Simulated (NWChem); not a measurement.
System: SeBrCl; SMILES Cl[Se]Br

Input file for NWChem:

```
start job
memory heap 200 mb stack 900 mb global 1100 mb
geometry units angstroms noautoz
  Se     0.744583    -0.581365     0.000000
  Cl    -0.980607    -1.905136     0.000000
  Br    -0.241467     1.510552     0.000000
end
basis spherical
  * library def2-svpd
end
dft
  xc pbe0
  iterations 150
end
tddft
  cis
  nroots 6
  notriplet
end
task tddft energy
```

NWChem printed, in part:

```
             Northwest Computational Chemistry Package (NWChem) 7.3.0
             --------------------------------------------------------

 CS  symmetry detected

                             Geometry "geometry" -> ""
                             -------------------------

 Output coordinates in angstroms (scale by  1.889725989 to convert to a.u.)

  No.       Tag          Charge          X              Y              Z
 ---- ---------------- ---------- -------------- -------------- --------------
    1 Se                  34.0000     0.74648552    -0.58441061     0.00000000
    2 Cl                  17.0000    -0.96928027    -1.92037393     0.00000000
    3 Br                  35.0000    -0.25436409     1.50046622     0.00000000

 Effective nuclear repulsion energy (a.u.)     503.0445916346

      Symmetry information
      --------------------

 Group name             Cs
 Group number              2
 Group order               2
 No. of unique centers     3

                                 NWChem DFT Module
                                 -----------------

 Summary of "ao basis" -> "ao basis" (spherical)
 ------------------------------------------------------------------------------
       Tag                 Description            Shells   Functions and Types
 ---------------- ------------------------------  ------  ---------------------
 Se                        def2-svpd                15       41   6s5p4d
 Cl                        def2-svpd                11       27   5s4p2d
 Br                        def2-svpd                15       41   6s5p4d

      Symmetry analysis of basis
      --------------------------

        a'         75
        a"         34

            General Information
            -------------------
          SCF calculation type: DFT
          Wavefunction type:  closed shell.
          No. of atoms     :     3
          No. of electrons :    86
           Alpha electrons :    43
            Beta electrons :    43
          Charge           :     0
          Spin multiplicity:     1
          Use of symmetry is: off; symmetry adaption is: on
          Maximum number of iterations: 150
          AO basis - number of functions:   109
                     number of shells:    41
          Convergence on energy requested:  1.00D-06
          Convergence on density requested:  1.00D-05
          Convergence on gradient requested:  5.00D-04

              XC Information
              --------------
                         PBE0 Method XC Functional
                     Hartree-Fock (Exact) Exchange  0.250
          PerdewBurkeErnzerhof Exchange Functional  0.750
            Perdew 1991 LDA Correlation Functional  1.000 local
           PerdewBurkeErnz. Correlation Functional  1.000 non-local

             Grid Information
             ----------------
          Grid used for XC integration:  medium
          Radial quadrature: Mura-Knowles
          Angular quadrature: Lebedev.
          Tag              B.-S. Rad. Rad. Pts. Rad. Cut. Ang. Pts.
          ---              ---------- --------- --------- ---------
          Se                  1.15      112          12.0       590
          Cl                  1.00       88          13.0       590
          Br                  1.15      112          13.0       590
          Grid pruning is: on
          Number of quadrature shells:   312
          Spatial weights used:  Erf1

      Superposition of Atomic Density Guess
      -------------------------------------

 Sum of atomic energies:       -5430.93174518

      Non-variational initial energy
      ------------------------------

 Total energy =   -5431.251791
 1-e energy   =   -8564.228789
 2-e energy   =    2629.932406
 HOMO         =      -0.227026
 LUMO         =      -0.076485

      Symmetry analysis of molecular orbitals - initial
      -------------------------------------------------

  Numbering of irreducible representations:

     1 a'          2 a"

  Orbital symmetries:

[...]

                                NWChem TDDFT Module
                                -------------------

            General Information
            -------------------
           No. of orbitals :     218
            Alpha orbitals :     109
             Beta orbitals :     109
        Alpha frozen cores :       0
         Beta frozen cores :       0
     Alpha frozen virtuals :       0
      Beta frozen virtuals :       0
         Spin multiplicity :       1
    Number of AO functions :     109
        Use of symmetry is : off
      Symmetry adaption is : on
         Schwarz screening :  0.10D-07

              XC Information
              --------------
                  PBE0 Method XC Functional
              Hartree-Fock (Exact) Exchange   0.25
   PerdewBurkeErnzerhof Exchange Functional   0.75
     Perdew 1991 LDA Correlation Functional   1.00 local
    PerdewBurkeErnz. Correlation Functional   1.00 non-local

             TDDFT Information
             -----------------
          Calculation type : Tamm-Dancoff TDDFT
         Wavefunction type : Restricted singlets
          No. of electrons :      86
           Alpha electrons :      43
            Beta electrons :      43
              No. of roots :       6
          Max subspacesize :    5200
            Max iterations :     100
               Target root :       1
           Target symmetry : none
      Symmetry restriction : off
                 Algorithm : Optimal
        Davidson threshold :  0.10D-03

    6 smallest eigenvalue differences (eV)
--------------------------------------------------------
  No. Spin  Occ  Vir  Irrep   E(Occ)    E(Vir)   E(Diff)
--------------------------------------------------------
    1    1   43   44 a"       -0.261    -0.117     3.899
    2    1   43   45 a"       -0.261    -0.100     4.358
    3    1   42   44 a'       -0.336    -0.117     5.962
    4    1   41   44 a"       -0.347    -0.117     6.260
    5    1   42   45 a'       -0.336    -0.100     6.420
    6    1   40   44 a'       -0.356    -0.117     6.502
--------------------------------------------------------

  Entering Davidson iterations
  Restricted singlet excited states

  Iter   NTrls   NConv    DeltaV     DeltaE      Time
  ----  ------  ------  ---------  ---------  ---------
    1      6       0     0.13E+00   0.10+100       30.4
    2     12       0     0.43E-01   0.37E-01       29.0
    3     18       0     0.14E-01   0.27E-02       25.7
    4     24       0     0.43E-02   0.44E-03       25.1
    5     30       2     0.16E-02   0.29E-04       27.5
    6     34       4     0.33E-03   0.14E-05       22.8
    7     36       6     0.67E-04   0.77E-07       19.6
  ----  ------  ------  ---------  ---------  ---------
  Convergence criterion met

  Ground state a'      -5434.444532658777 a.u.

  ----------------------------------------------------------------------------
  Root   1 singlet a"             0.090967650 a.u.                2.4754 eV
  ----------------------------------------------------------------------------
     Transition Moments    X  0.00000   Y -0.00000   Z  0.08383
     Dipole Oscillator Strength                    0.0004261844
     Electric Quadrupole                           0.0000000010
     Magnetic Dipole                               0.0000001183
     Total Oscillator Strength                     0.0004263037

     Occ.   43  a"  ---  Virt.   44  a'      -0.99661
  ----------------------------------------------------------------------------
  Root   2 singlet a"             0.103354430 a.u.                2.8124 eV
  ----------------------------------------------------------------------------
     Transition Moments    X  0.00000   Y -0.00000   Z  0.00927
     Dipole Oscillator Strength                    0.0000059212
     Electric Quadrupole                           0.0000000009
     Magnetic Dipole                               0.0000004390
     Total Oscillator Strength                     0.0000063611

     Occ.   43  a"  ---  Virt.   45  a'       0.99609
  ----------------------------------------------------------------------------
  Root   3 singlet a'             0.168582210 a.u.                4.5874 eV
  ----------------------------------------------------------------------------
     Transition Moments    X -0.16711   Y -0.19062   Z  0.00000
     Dipole Oscillator Strength                    0.0072223281
     Electric Quadrupole                           0.0000000074
     Magnetic Dipole                               0.0000001486
     Total Oscillator Strength                     0.0072224841

     Occ.   40  a'  ---  Virt.   44  a'      -0.08490
     Occ.   40  a'  ---  Virt.   45  a'       0.15273
     Occ.   42  a'  ---  Virt.   44  a'      -0.93380
     Occ.   42  a'  ---  Virt.   45  a'       0.29671
  ----------------------------------------------------------------------------
  Root   4 singlet a"             0.175296853 a.u.                4.7701 eV
  ----------------------------------------------------------------------------
     Transition Moments    X -0.00000   Y -0.00000   Z -0.01466
     Dipole Oscillator Strength                    0.0000251205
     Electric Quadrupole                           0.0000000130
     Magnetic Dipole                               0.0000002586
     Total Oscillator Strength                     0.0000253920

[...]
```

Level: PBE0/def2-SVPD, TDA. All runs use the structure optimised with PBE0/def2-SVP.
